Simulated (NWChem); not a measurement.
System: BBr$_{3}$; SMILES BrB(Br)Br

Input file for NWChem:

```
start job
memory heap 200 mb stack 900 mb global 1100 mb
geometry units angstroms noautoz
  B      0.000000     0.000000    -0.002844
  Br    -1.882973    -0.248280    -0.002836
  Br     0.726470     1.754842    -0.002836
  Br     1.156503    -1.506563    -0.002836
end
basis spherical
  * library 3-21g
end
dft
  xc b3lyp
  iterations 150
  mulliken
end
task dft energy
```

Parts of the log:

```
             Northwest Computational Chemistry Package (NWChem) 7.3.0
             --------------------------------------------------------

 D3H symmetry detected

                             Geometry "geometry" -> ""
                             -------------------------

 Output coordinates in angstroms (scale by  1.889725989 to convert to a.u.)

  No.       Tag          Charge          X              Y              Z
 ---- ---------------- ---------- -------------- -------------- --------------
    1 B                    5.0000     0.00000000     0.00000000     0.00000000
    2 Br                  35.0000    -1.83455484     0.49156749     0.00000000
    3 Br                  35.0000     1.34298736     1.34298736     0.00000000
    4 Br                  35.0000     0.49156749    -1.83455484     0.00000000

 Effective nuclear repulsion energy (a.u.)     737.4442146094

      Symmetry information
      --------------------

 Group name             D3h
 Group number             27
 Group order              12
 No. of unique centers     2

                                 NWChem DFT Module
                                 -----------------

 Summary of "ao basis" -> "ao basis" (spherical)
 ------------------------------------------------------------------------------
       Tag                 Description            Shells   Functions and Types
 ---------------- ------------------------------  ------  ---------------------
 B                           3-21g                   5        9   3s2p
 Br                          3-21g                  10       22   5s4p1d

      Symmetry analysis of basis
      --------------------------

        a1'        14
        a1"         1
        a2'         5
        a2"         7
        e'         36
        e"         12

  Rotation of axis

            General Information
            -------------------
          SCF calculation type: DFT
          Wavefunction type:  closed shell.
          No. of atoms     :     4
          No. of electrons :   110
           Alpha electrons :    55
            Beta electrons :    55
          Charge           :     0
          Spin multiplicity:     1
          Use of symmetry is: on ; symmetry adaption is: on
          Maximum number of iterations: 150
          AO basis - number of functions:    75
                     number of shells:    35
          Convergence on energy requested:  1.00D-06
          Convergence on density requested:  1.00D-05
          Convergence on gradient requested:  5.00D-04

              XC Information
              --------------
                         B3LYP Method XC Potential
                     Hartree-Fock (Exact) Exchange  0.200
                        Slater Exchange Functional  0.800 local
                    Becke 1988 Exchange Functional  0.720 non-local
              Lee-Yang-Parr Correlation Functional  0.810
                  VWN I RPA Correlation Functional  0.190 local

             Grid Information
             ----------------
          Grid used for XC integration:  medium
          Radial quadrature: Mura-Knowles
          Angular quadrature: Lebedev.
          Tag              B.-S. Rad. Rad. Pts. Rad. Cut. Ang. Pts.
          ---              ---------- --------- --------- ---------
          B                   0.85       49           7.0       434
          Br                  1.15      112           9.0       590
          Grid pruning is: on
          Number of quadrature shells:   161
          Spatial weights used:  Erf1

      Superposition of Atomic Density Guess
      -------------------------------------

 Sum of atomic energies:       -7704.52386710

      Non-variational initial energy
      ------------------------------

 Total energy =   -7705.632285
 1-e energy   =  -12216.313689
 2-e energy   =    3773.237190
 HOMO         =      -0.340169
 LUMO         =       0.052386

      Symmetry analysis of molecular orbitals - initial
      -------------------------------------------------

  Numbering of irreducible representations:

     1 a1'         2 a1"         3 a2'         4 a2"         5 e'
     6 e"

  Orbital symmetries:

     1 e'          2 e'          3 a1'         4 e'          5 e'
     6 a1'         7 e'          8 e'          9 a1'        10 a2'
    11 a2"        12 e"         13 e"         14 e'         15 e'
    16 a1'        17 e'         18 e'         19 a1'        20 a1'
    21 e'         22 e'         23 a2"        24 e'         25 e'
    26 e"         27 e"         28 a2'        29 e'         30 e'
    31 a1'        32 e'         33 e'         34 a2"        35 a2'
    36 e"         37 e"         38 a1'        39 e'         40 e'
    41 e"         42 e"         43 a1"        44 a1'        45 e'
    46 e'         47 a1'        48 e'         49 e'         50 a2"
    51 e"         52 e"         53 e'         54 e'         55 a2'
    56 a2"        57 a1'        58 e'         59 e'         60 e'
    61 e'         62 a2"        63 a1'        64 e'         65 e'

     ---------------------------------------------
      Total Density - Mulliken Population Analysis
     ---------------------------------------------

    Atom       Charge   Shell Charges
 -----------   ------   -------------------------------------------------------
    1 B    5     4.38   1.99  0.40  0.73  0.63  0.64
    2 Br  35    35.21   2.00  2.00  5.99  2.00  5.97  0.77  2.40  1.18  2.89 10.00
    3 Br  35    35.21   2.00  2.00  5.99  2.00  5.97  0.77  2.40  1.18  2.89 10.00
    4 Br  35    35.21   2.00  2.00  5.99  2.00  5.97  0.77  2.40  1.18  2.89 10.00

   convergence    iter        energy       DeltaE   RMS-Dens  Diis-err
 ---------------- ----- ----------------- --------- --------- ---------
 d= 0,ls=0.0,diis     1  -7710.0605334714 -8.45D+03  2.86D-02  8.20D-01
 d= 0,ls=0.0,diis     2  -7709.8979124430  1.63D-01  1.87D-02  1.85D+00
 d= 0,ls=0.0,diis     3  -7710.1801851405 -2.82D-01  2.13D-03  2.04D-02
 d= 0,ls=0.0,diis     4  -7710.1834025928 -3.22D-03  5.02D-04  1.09D-03
 d= 0,ls=0.0,diis     5  -7710.1835445220 -1.42D-04  4.34D-05  6.93D-06
  Resetting Diis
 d= 0,ls=0.0,diis     6  -7710.1835457196 -1.20D-06  1.64D-06  2.78D-09
 d= 0,ls=0.0,diis     7  -7710.1835457204 -7.93D-10  4.94D-07  9.68D-11

         Total DFT energy =    -7710.183545720377
      One electron energy =   -12217.483381343658
           Coulomb energy =     4048.238317444717
    Exchange-Corr. energy =     -278.382696430849
 Nuclear repulsion energy =      737.444214609413

 Numeric. integr. density =      110.000009923628

                  Occupations of the irreducible representations
                  ----------------------------------------------

                     irrep           alpha         beta
                     --------     --------     --------
                     a1'              10.0         10.0
                     a1"               1.0          1.0
                     a2'               4.0          4.0
                     a2"               4.0          4.0
                     e'               26.0         26.0
                     e"               10.0         10.0

                       DFT Final Molecular Orbital Analysis
                       ------------------------------------

 Vector   53  Occ=2.000000D+00  E=-3.065446D-01  Symmetry=e"
              MO Center= -6.1D-01,  7.3D-01,  1.3D-18, r^2= 4.2D+00
   Bfn.  Coefficient  Atom+Function         Bfn.  Coefficient  Atom+Function
  ----- ------------  ---------------      ----- ------------  ---------------
    26      0.476910  2 Br pz                22      0.417462  2 Br pz
    48     -0.369375  3 Br pz                44     -0.323331  3 Br pz
    18     -0.282223  2 Br pz                40      0.218586  3 Br pz
    70     -0.107535  4 Br pz                66     -0.094131  4 Br pz
    14      0.091130  2 Br pz                36     -0.070582  3 Br pz

 Vector   54  Occ=2.000000D+00  E=-3.065446D-01  Symmetry=e"
              MO Center=  6.1D-01, -7.3D-01, -5.5D-18, r^2= 4.2D+00
   Bfn.  Coefficient  Atom+Function         Bfn.  Coefficient  Atom+Function
  ----- ------------  ---------------      ----- ------------  ---------------
    70      0.488603  4 Br pz                66      0.427697  4 Br pz
    48     -0.337430  3 Br pz                44     -0.295368  3 Br pz
    62     -0.289142  4 Br pz                40      0.199682  3 Br pz
    26     -0.151173  2 Br pz                22     -0.132329  2 Br pz
    58      0.093365  4 Br pz                18      0.089460  2 Br pz

 Vector   55  Occ=2.000000D+00  E=-2.814841D-01  Symmetry=a2'
              MO Center=  2.3D-13, -8.9D-14,  3.1D-24, r^2= 5.1D+00
   Bfn.  Coefficient  Atom+Function         Bfn.  Coefficient  Atom+Function
  ----- ------------  ---------------      ----- ------------  ---------------
    25      0.344624  2 Br py                68     -0.344624  4 Br px
    21      0.318865  2 Br py                64     -0.318865  4 Br px
    46      0.252282  3 Br px                47     -0.252282  3 Br py
    42      0.233426  3 Br px                43     -0.233426  3 Br py
    17     -0.211302  2 Br py                60      0.211302  4 Br px

 Vector   56  Occ=0.000000D+00  E=-6.986527D-02  Symmetry=a2"
              MO Center=  7.0D-17,  7.3D-17,  3.5D-18, r^2= 2.9D+00
   Bfn.  Coefficient  Atom+Function         Bfn.  Coefficient  Atom+Function
  ----- ------------  ---------------      ----- ------------  ---------------
     9      0.684399  1 B  pz                 5      0.516405  1 B  pz
    26     -0.345612  2 Br pz                48     -0.345612  3 Br pz
    70     -0.345612  4 Br pz                22     -0.182171  2 Br pz
    44     -0.182171  3 Br pz                66     -0.182171  4 Br pz
    18      0.126066  2 Br pz                40      0.126066  3 Br pz

 Vector   57  Occ=0.000000D+00  E= 1.956510D-02  Symmetry=a1'
              MO Center=  1.3D-12,  3.2D-13,  2.5D-15, r^2= 4.4D+00
   Bfn.  Coefficient  Atom+Function         Bfn.  Coefficient  Atom+Function
  ----- ------------  ---------------      ----- ------------  ---------------
     6      1.983221  1 B  s                 24     -0.666028  2 Br px
    69     -0.666028  4 Br py                23     -0.553850  2 Br s
    45     -0.553850  3 Br s                 67     -0.553850  4 Br s
    46      0.487566  3 Br px                47      0.487566  3 Br py
     1     -0.203692  1 B  s                 20     -0.193811  2 Br px

 Vector   58  Occ=0.000000D+00  E= 9.895080D-02  Symmetry=e'
              MO Center= -1.1D-01,  2.1D-01, -1.4D-17, r^2= 4.2D+00
   Bfn.  Coefficient  Atom+Function         Bfn.  Coefficient  Atom+Function
  ----- ------------  ---------------      ----- ------------  ---------------
     7      1.699155  1 B  px                23      1.048807  2 Br s
    45     -0.920169  3 Br s                 24      0.887407  2 Br px
    47      0.797134  3 Br py                 3      0.578049  1 B  px
    25     -0.430868  2 Br py                68     -0.417392  4 Br px
    46      0.404771  3 Br px                 8      0.255272  1 B  py

     ---------------------------------------------
      Total Density - Mulliken Population Analysis
     ---------------------------------------------

    Atom       Charge   Shell Charges
 -----------   ------   -------------------------------------------------------
    1 B    5     5.25   1.99  0.43  1.28  0.65  0.90
    2 Br  35    34.92   2.00  2.00  5.99  2.00  5.96  0.85  2.44  1.15  2.55  9.99
    3 Br  35    34.92   2.00  2.00  5.99  2.00  5.96  0.85  2.44  1.15  2.55  9.99
    4 Br  35    34.92   2.00  2.00  5.99  2.00  5.96  0.85  2.44  1.15  2.55  9.99

     -------------------------------------------
      Total Density - Lowdin Population Analysis
     -------------------------------------------

    Atom       Charge   Shell Charges
 -----------   ------   -------------------------------------------------------
    1 B    5     5.49   1.97  0.44  1.20  0.53  1.35
    2 Br  35    34.84   2.00  1.99  5.98  1.99  5.80  0.91  2.48  0.90  2.79 10.00
    3 Br  35    34.84   2.00  1.99  5.98  1.99  5.80  0.91  2.48  0.90  2.79 10.00
    4 Br  35    34.84   2.00  1.99  5.98  1.99  5.80  0.91  2.48  0.90  2.79 10.00

     Multipole analysis of the density
     ---------------------------------

     L   x y z        total         alpha         beta         nuclear
     -   - - -        -----         -----         ----         -------
     0   0 0 0     -0.000000    -55.000000    -55.000000    110.000000

     1   1 0 0      0.000000      0.000000      0.000000      0.000000
     1   0 1 0      0.000000      0.000000      0.000000     -0.000000
     1   0 0 1      0.000000     -0.000000     -0.000000      0.000000

     2   2 0 0    -44.376103   -360.331379   -360.331379    676.286655
     2   1 1 0     -0.000000     -0.000000     -0.000000     -0.000000
     2   1 0 1     -0.000000     -0.000000     -0.000000      0.000000
     2   0 2 0    -44.376103   -360.331379   -360.331379    676.286655
     2   0 1 1      0.000000      0.000000      0.000000     -0.000000
     2   0 0 2    -44.315504    -22.157752    -22.157752      0.000000
```

Level: B3LYP/3-21G. All runs use the structure optimised with PBE0/def2-SVP.
